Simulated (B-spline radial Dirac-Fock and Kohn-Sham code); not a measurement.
## Kohn-Sham estimates against Dirac-Fock for the levels of Au⁶⁸⁺

System: Au⁶⁸⁺, configuration [Ne] 3s1.

The density-functional columns are spherical, spin-unpolarised Dirac-Kohn-Sham results without Breit or QED terms: −ε is minus the orbital energy of the initial state and ΔSCF the difference of two total energies. The reference in the last column comes from Dirac-Fock ΔSCF + Breit + QED. All numbers are from an atomic code on a B-spline grid, in eV; a selection of levels is shown. For the 1s level of heavy atoms much of the gap between ΔSCF and the reference is the Breit and QED part, -427.6 eV here; for other levels the error of the functional can be larger.

| level | LDA −ε | LDA ΔSCF | Dirac-Fock |
| --- | --- | --- | --- |
| L2 (2p1/2) | 19604.8 | 19809.8 | 19733.3 |
| L3 (2p3/2) | 17708.5 | 17887.7 | 17855.2 |
| M1 (3s) | 8304.9 | 8367.8 | 8355.4 |

For the outermost level NIST gives 8360 ± 50 eV (theoretical); the differences from it are LDA −ε -55.09, LDA ΔSCF +7.83, Dirac-Fock -4.62 eV.

Values without a named source are computed, but for edge energies of neutral atoms, which are taken from tables.
